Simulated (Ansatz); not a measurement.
`C=C[N]([GeH3])[Si](C)(C)C` → 5 C• + Ge• + 15 H• + N• + Si•  (atomization)

Computed with Ansatz on PBE0-D4/def2-TZVP structures; ΔE is electronic, products minus reactants. CCSD(T)/CBS adds triple-zeta CCSD(T) − MP2 to the extrapolated MP2 energy (def2 sets, frozen cores). This one scheme is used for every species, atoms too. For atomizations the MP2-based limit and the directly extrapolated one differ by several kJ/mol either way, and by 10 to 25 for some Ge, Se and Sn compounds, so smaller differences from it don't rank the levels. Functionals use def2-TZVPP. B3LYP here is the variant with VWN-RPA as its local correlation; programs differ in this. Open shells (•) are unrestricted, without spin–orbit coupling. Spin–orbit coupling would lower the free atoms: a little for C, Si; clearly for Ge. For Ge outer-core shells are correlated without core-valence functions, so the limit isn't a true one: a few kJ/mol of doubt a bond, and 10 to 20 or more in all where bonds break to atoms. Scalar relativity is left out up to krypton. One conformer a species, not always the lowest.

`C=C[N]([GeH3])[Si](C)(C)C`:

Z-matrix (Å, degrees):
```
Ge
N 1 1.853
H 1 1.530 2 107.8
H 1 1.538 2 109.2 3 -120.1
H 1 1.538 2 109.2 3 120.2
Si 2 1.756 1 126.7 3 0.1
C 2 1.388 1 116.6 3 -179.9
C 6 1.867 2 110.3 1 0.1
C 6 1.871 2 109.1 1 120.2
C 6 1.871 2 109.1 1 -120.1
C 7 1.336 2 128.4 1 -0.1
H 7 1.090 2 114.3 1 179.8
H 8 1.094 6 108.1 2 180.0
H 8 1.092 6 112.6 2 61.3
H 8 1.092 6 112.6 2 -61.4
H 9 1.093 6 110.7 2 -61.7
H 9 1.093 6 111.8 2 58.3
H 9 1.094 6 110.8 2 178.4
H 10 1.094 6 110.8 2 -178.3
H 10 1.093 6 111.8 2 -58.3
H 10 1.093 6 110.8 2 61.8
H 11 1.081 7 119.6 2 180.0
H 11 1.084 7 123.4 2 -0.0
```

Q: What is ΔE at CCSD(T)/CBS? (Best estimate.)

A: The calculation gave: +89.41 eV.

Q: What do these levels give: LDA (SPW92), B3LYP-D4, B2PLYP, BHLYP, LC-ωPBE, MP2/def2-QZVPP? (Best estimate.)

A: Computed: LDA (SPW92) 101.00, B3LYP-D4 89.44, B2PLYP 88.34, BHLYP 86.75, LC-ωPBE 88.89, MP2/def2-QZVPP 89.25 eV.

Largest T1 diagnostic among the species: 0.012.

At CCSD(T), def2-SVP lies −4.57 eV from the extrapolated value and def2-TZVPP −1.99 eV: correlation converges slowly with the basis, and small sets miss more of it in the bonded molecule than in its fragments. From PBE to PBE0 (25 % exact exchange), in def2-TZVPP and without D4, ΔE moves by −0.88 eV: exact exchange takes away binding that semilocal exchange gives to molecules.
